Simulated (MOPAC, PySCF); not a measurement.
H₂BNO, SMILES `NB=O`, neutral singlet in the gas phase. 

Cartesian coordinates (Å):
SMILES: NB=O
```xyz
5

N     -0.5785    -0.0016     0.0187
B      0.8021     0.0023    -0.0251
O      2.0147     0.0056    -0.0634
H     -1.1156    -0.8492     0.0708
H     -1.1227     0.8429    -0.0010
```
Charge 0, multiplicity 1.

All levels are single points at this geometry (B3LYP-D3(BJ)/def2-TZVP); Pople sets use spherical d functions. Orbital energies aren't observables, and empty levels follow the basis.

BP86/6-31G* in PySCF gives dipole (D) = 4.27.

Question: Estimate the dipole (D) from each of these levels: B3LYP-D3(BJ)/def2-TZVP in PySCF; B3LYP/6-31G* in PySCF; HF/STO-3G in PySCF; AM1 in MOPAC; PM6 in MOPAC.

Answer: 
```json
[
 {"level": "B3LYP-D3(BJ)/def2-TZVP in PySCF", "dipole (D)": "4.58"},
 {"level": "B3LYP/6-31G* in PySCF", "dipole (D)": "4.38"},
 {"level": "HF/STO-3G in PySCF", "dipole (D)": "3.09"},
 {"level": "AM1 in MOPAC", "dipole (D)": "3.77"},
 {"level": "PM6 in MOPAC", "dipole (D)": "4.31"}
]
```
